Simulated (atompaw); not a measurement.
## Which change was made? (P, PAW (atompaw))

atompaw 4.2.0.5 input, output lines left out:

```
P 15
GGA-PBE scalarrelativistic loggrid 1500 logderivrange -3 5 201
3 3 0 0 0 0
3 1 3
0 0 0
c
c
v
c
v
2
1.80 1.70 1.25 1.20
y
3.8
n
y
2.5
n
y
-0.2
n
custom rrkj gramschmidtortho gaussian
3 0 troulliermartins
1.80
1.10
1.80
1.80
1.65
```

Cutoffs, loose and tight: the cutoffs (Ry, on a coarse ladder) from which the occupation-weighted sum of valence levels, in a spherical-Bessel basis at the reference potential, stays within 10 and 1 mRy of its value at 400 Ry. They see the waves, projectors and local potential, not the compensation charge or the core.

The base gives: outcome: generated; cutoff, loose: 12 Ry; cutoff, tight: 21 Ry; bound ghosts: none.

**Question.** After one change the result is: outcome: generated, no UPF (negative core plus compensation charge); cutoff, loose: 12 Ry; cutoff, tight: 21 Ry; bound ghosts: none. Which change was it?
A. augmentation gaussian compensation charge, radius 1.70 bohr; PAW radius 1.80 bohr; waves and projectors: custom polynom gramschmidtortho
B. local potential troulliermartins scheme with l = 3 at 0 Ry, radius 0.74 bohr
C. wave 3s (bound): rc 1.80 bohr becomes 3s (bound): rc 1.40 bohr
D. augmentation gaussian compensation charge, radius 1.10 bohr; PAW radius 1.80 bohr; waves and projectors: custom rrkj gramschmidtortho

**Answer.** D. The others give: local potential troulliermartins scheme with l = 3 at 0 Ry, radius 0.74 bohr → outcome: generated; cutoff, loose: 12 Ry; cutoff, tight: 21 Ry; bound ghosts: s | wave 3s (bound): rc 1.80 bohr becomes 3s (bound): rc 1.40 bohr → outcome: generated; cutoff, loose: 18 Ry; cutoff, tight: 25 Ry; bound ghosts: none | augmentation gaussian compensation charge, radius 1.70 bohr; PAW radius 1.80 bohr; waves and projectors: custom polynom gramschmidtortho → outcome: failed: atompaw: The overlap operator has at least one negative eigenvalue!.
